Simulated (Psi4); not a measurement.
trans-butane (C4H10), singlet, geometry from GFN2-xTB, with bond 6-4 at 1.6 times its length. Base run: CAM-B3LYP/STO-3G (Psi4).

Input for Psi4:
```
memory 2 GB

molecule {
0 1
C     0.69972710    1.81214548   -0.01176203
C     0.70675440    0.28853896    0.00289920
C    -0.70675440   -0.28853896   -0.00289920
C    -0.69972710   -1.81214548    0.01176203
H     1.71545059    2.20096356   -0.00734751
H    -2.32488468   -2.43425441    0.00469880
H     0.18011936    2.19963272    0.86211672
H     0.19425279    2.18273075   -0.90112412
H    -0.19425279   -2.18273075    0.90112412
H    -0.18011936   -2.19963272   -0.86211672
H     1.24912394   -0.08031491   -0.87090544
H     1.23499164   -0.06341428    0.89219486
H    -1.23499164    0.06341428   -0.89219486
H    -1.24912394    0.08031491    0.87090544
}

set {
  basis sto-3g
}

energy('cam-b3lyp')
print_variables()
```

The base run was repeated with changes; each row names its change, and settings that it needs were set with it.

| change | ΔE vs base (µEh) | SCF cycles | grid points | basis functions | outcome |
|---|---|---|---|---|---|
| base | 0.0 | 7 | 297410 | 30 | converged |
| dft_radial_points = 99 | 0.0 | 7 | 390508 | 30 | converged |
| puream = true | 0.0 | 7 | 297410 | 30 | converged |
| e_convergence = 1e-4 | 0.0 | 7 | 297410 | 30 | converged |
| scf_type = pk | 1200 | 7 | 297410 | 30 | converged |
| cholesky_tolerance = 1e-6 (with scf_type cd) | - | - | - | - | input refused |
| guess = huckel | 0.0 | 12 | 297410 | 30 | converged |
| d_convergence = 1e-10 | 0.0 | 12 | 297410 | 30 | converged |
| dft_pruning_scheme = treutler | -21.4 | 7 | 162442 | 30 | converged |
| scf_type = mem_df | 0.0 | 7 | 297410 | 30 | converged |
| df_basis_scf = def2-universal-jkfit | 0.0 | 7 | 297410 | 30 | converged |
| scf_initial_accelerator = none | 0.0 | 7 | 297410 | 30 | converged |
| diis_max_vecs = 3 | 0.0 | 8 | 297410 | 30 | converged |

- cholesky_tolerance = 1e-6 (with scf_type cd): ended with `psi4.driver.p4util.exceptions.ValidationError: SCF: SCF_TYPE (CD) not supported for range-separated functionals, plese use SCF_TYPE = 'DF' to automatically select the correct JK build.`
